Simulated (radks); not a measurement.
Problem. Species: Lu XII. Configuration: [Kr] 4d10 4f12 5s2. Method: Dirac Kohn-Sham, LB94 model potential, spin-unpolarised, spherical densities, finite nucleus; open shells fill j = l - 1/2 first; Fermi nuclear charge, rms radius 5.37 fm; computed with a radial shooting solver on a logarithmic mesh with Libxc functionals. Some entries of the table are withheld. Estimate them.

orbital,occ.,eigenvalue (eV),<1/r> (bohr^-1)
1s1/2,2,-63586.43,82.26
2s1/2,2,(1),19.91
2p1/2,2,(2),(3)
2p3/2,4,(4),(5)
3s1/2,2,-2668.701,7.294
3p1/2,2,-2453.474,7.223
3p3/2,4,-2213.417,6.474
3d3/2,4,-1845.081,(6)
3d5/2,6,-1792.488,(7)
4s1/2,2,-698.5068,3.056
4p1/2,2,-610.8850,2.954
4p3/2,4,-556.1198,2.689
4d3/2,4,-411.0052,2.484
4d5/2,6,-400.8464,2.421
5s1/2,2,-253.0520,1.311
5p1/2,0,-223.5751,1.227
4f5/2,6,-220.4468,2.018
4f7/2,6,-218.6034,1.995
5p3/2,0,-211.9793,1.150
6s1/2,0,-133.8221,0.7249

Solution. 
(1) 2s1/2 eigenvalue (eV): -11013.33
(2) 2p1/2 eigenvalue (eV): -10533.21
(3) 2p1/2 <1/r> (bohr^-1): 19.91
(4) 2p3/2 eigenvalue (eV): -9406.101
(5) 2p3/2 <1/r> (bohr^-1): 16.99
(6) 3d3/2 <1/r> (bohr^-1): 6.370
(7) 3d5/2 <1/r> (bohr^-1): 6.190
